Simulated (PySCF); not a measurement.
First SCF of a structure search on doublet NbH2, at a hand-made linear geometry. PySCF input:

```python
from pyscf import gto, scf, dft
mol = gto.M(atom='''
Nb     0.000000     0.000000     0.000000
H      0.000000     0.000000     1.790000
H      0.000000     0.000000    -1.790000''',
    basis={'Nb': 'def2-TZVP', 'H': 'def2-TZVP'},
    ecp={'Nb': 'def2-TZVP'},
    charge=0, spin=1)
mf = dft.UKS(mol, xc='B3LYP')
mf.grids.atom_grid = (50, 194)
aux = {'Nb': 'def2-universal-JKFIT', 'H': 'def2-universal-JKFIT'}
mf = mf.density_fit(auxbasis=aux)
mf.conv_tol = 1e-08
mf.diis_space = 10
mf.max_cycle = 60
mf.init_guess = 'minao'
mf.verbose = 4
mf.kernel()
```

Excerpt of the output (cycles alone):

```
init E= -51.7323879091425
cycle= 1 E= -56.1356603155594  delta_E= -4.4  |g|= 1.68  |ddm|= 3.13
cycle= 2 E= -54.7683627614978  delta_E= 1.37  |g|= 2.12  |ddm|= 8.39
cycle= 3 E= -57.9065864178563  delta_E= -3.14  |g|= 0.234  |ddm|= 8.17
cycle= 4 E= -57.9338167762786  delta_E= -0.0272  |g|= 0.126  |ddm|= 0.369
cycle= 5 E= -57.944682442269  delta_E= -0.0109  |g|= 0.0337  |ddm|= 0.134
cycle= 6 E= -57.9454339155533  delta_E= -0.000751  |g|= 0.00871  |ddm|= 0.0573
cycle= 7 E= -57.9454963257953  delta_E= -6.24e-05  |g|= 0.00187  |ddm|= 0.0123
cycle= 8 E= -57.9455294421535  delta_E= -3.31e-05  |g|= 0.00196  |ddm|= 0.00952
cycle= 9 E= -57.9454842236328  delta_E= 4.52e-05  |g|= 0.000899  |ddm|= 0.0197
cycle= 10 E= -57.9454860364344  delta_E= -1.81e-06  |g|= 0.000928  |ddm|= 0.000995
cycle= 11 E= -57.9454599611271  delta_E= 2.61e-05  |g|= 0.000204  |ddm|= 0.0266
cycle= 12 E= -57.9454598450916  delta_E= 1.16e-07  |g|= 2.69e-05  |ddm|= 0.0019
cycle= 13 E= -57.9454598426574  delta_E= 2.43e-09  |g|= 1.06e-05  |ddm|= 0.000404
Extra cycle  E= -57.9454598434579  delta_E= -8e-10  |g|= 7.64e-06  |ddm|= 4.78e-05
converged SCF energy = -57.9454598434579  <S^2> = 0.75115289  2S+1 = 2.0011526
```

This is not the lowest solution: another start and a stability analysis within the same unrestricted form found one 152.1 kJ/mol lower, at -58.00339 Eh.

Open d and f shells are described by one determinant, and the ground state may have another occupation or spin.

The search for the lowest solution, 3 starts and the stability check together, took 7.5 s on 2 threads of a shared Arm Neoverse V2 host, with 52 basis functions; the process peaked at 0.33 GiB. Launch command: `OMP_NUM_THREADS=2 python axn.py task.json out`.
